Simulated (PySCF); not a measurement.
Exercise with solution: oscillator strength and radiative lifetime

Al(Br)(Me)(NH2) (CH₅AlBrN), SMILES [CH3][Al]([NH2])[Br].

Coordinates come from a TPSSh-D3(BJ)/def2-SVP optimisation. The structure was generated by enumeration; whether it is a known compound was not checked. The values are those of a single conformer.

TDDFT-PBE/def2-SVPD run with PySCF puts the first singlet state with f over 0.02 at 5.76 eV (vertical), with the transition dipole (-0.011, -0.426, 0.222) in atomic units.

Find the oscillator strength, the wavelength and the radiative lifetime that this transition would have in vacuum if emission retraced absorption.


|μ|² = 0.2309 au, so |μ| = 1.22 D. ΔE = 5.76/27.211 = 0.2117 hartree. f = (2/3) ΔE |μ|² = 0.033 (the program prints 0.033).
λ = 1239.84/5.76 = 215 nm; ν = 46458 cm⁻¹.
Einstein's coefficient A = 0.6670 ν² f s⁻¹ (ν in cm⁻¹) = 4.7e7 s⁻¹, so τ = 1/A = 21 ns. This state is S2; the lower singlet has f = 0.019. The figure is the radiative limit of this one transition; relaxation, internal conversion, crossing to triplets and a medium change what is measured.
